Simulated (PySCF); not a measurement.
# Predicted spectroscopic data

Method: NMR shieldings at PBE0/pcSseg-1/GIAO, B3LYP/pcJ-1 coupling constants (spin–dipole term left out of most H,H and C,H couplings), geometry from GFN2-xTB, in PySCF 2.14.0 with density-fitted response routines (no solvent model, relativity neglected, one conformer, averaged over atoms made equivalent by symmetry, fast rotation or ring inversion).

Scale: TMS for ¹H, ¹³C (reference shieldings calculated alike). Multiplet labels drop J under 1 Hz and among equivalent protons, and merge close values. Unscaled 3J(H,H) run several per cent high. Splittings of carbon signals by F and P are missing where no couplings were computed. Where no couplings were computed, multiplicities follow the n + 1 count of equivalent neighbours, and m marks all less simple cases (inequivalent or close neighbours, rings, F or P nearby). Vicinal couplings that depend on rotamer populations or ring flexing (ring, CH–CH, X–H and H–F types) are those of the one conformer. One-bond C–F couplings are unscaled and too large by tens of Hz. Acid and N–H amide carbonyl carbons lie up to 10 ppm further downfield in solution (hydrogen bonding). Shifts are as computed. Against solution values, carbons near 30 ppm lie about +3 ppm off and those near 130 ppm about +5 ppm. Of 1211 compounds with measured shifts, 218 miss one by over three times the rms of a fit or turn the order of signals round; such compounds aren't used in these exercises. Across acyclic CH2–CH2 and CH–CH2 bonds, 3J(H,H) assumes equally populated rotamers. OH and NH positions are gas-phase values without hydrogen bonding to other molecules.

**1.** `C=CNC(=O)/C=C/OC`, C$_{6}$H$_{9}$NO$_{2}$. ¹H NMR (400 MHz, computed): δ 7.97 (d, 1H), 7.45 (m, 1H), 6.09 (br, 1H), 4.49 (d, 1H), 4.44 (m, 1H), 4.44 (m, 1H), 3.76 (s, 3H). ¹³C{¹H} NMR (computed): δ 171.7 (CH), 163.8 (C), 137.2 (CH), 98.0 (CH), 93.2 (CH2), 56.8 (CH3).

**2.** SMILES C/C=C\CC(F)F, C$_{5}$H$_{8}$F$_{2}$. ¹H NMR (400 MHz, computed): δ 6.03 (m, 1H), 5.88 (tt, J = 63.2, 4.1 Hz, 1H), 5.78 (dtq, J = 12.9, 9.1, 2.5 Hz, 1H), 2.71 (m, 2H), 1.85 (dd, J = 7.8, 2.5 Hz, 3H). ¹³C{¹H} NMR (computed): δ 137.1, 128.9 (t, J = 4.8 Hz), 124.2 (t, J = 302.0 Hz), 37.5 (t, J = 19.3 Hz), 16.1.

**3.** SMILES N#CCC1CCC(=N)CC1, C$_{8}$H$_{12}$N$_{2}$. ¹H NMR (400 MHz, computed): δ 10.28 (br s, 1H), 2.58 (m, 1H), 2.51 (m, 1H), 2.38 (m, 1H), 2.28 (m, 1H), 2.07 (d, 2H), 2.05 (m, 1H), 1.86 (m, 1H), 1.67 (m, 1H), 1.22 (m, 1H), 1.04 (m, 1H). ¹³C{¹H} NMR (computed): δ 182.5, 123.9, 43.8, 41.7, 40.4, 38.4, 36.8, 24.9.

**4.** `F[C@@H]1C[C@H]1F`, C$_{3}$H$_{4}$F$_{2}$. ¹H NMR (400 MHz, computed): δ 4.88 (m, 2H), 1.22 (m, 2H). ¹³C{¹H} NMR (computed): δ 73.9, 16.7.
